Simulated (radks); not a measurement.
Task: Method: scalar-relativistic Kohn-Sham, LDA (Slater exchange, Perdew-Wang correlation), spin-unpolarised, spherical densities, finite nucleus; Fermi nuclear charge, rms radius of each element as measured or else 0.836 A^(1/3) + 0.57 fm; computed with a radial shooting solver on a logarithmic mesh with Libxc functionals. Response by self-consistent Sternheimer equations with the Hartree and adiabatic LDA kernel, the relativistic mass of each level held fixed and spin-orbit coupling left out. Rank O4+, C2+, F5+, Ne6+, Be, Mg8+, B+, N3+ (NIST ground configurations) by static dipole polarisability, largest first.

Result: Be 43.78, B+ 10.77, C2+ 4.249, N3+ 2.102, O4+ 1.191, F5+ 0.7386, Ne6+ 0.4891, Mg8+ 0.2458 bohr^3.
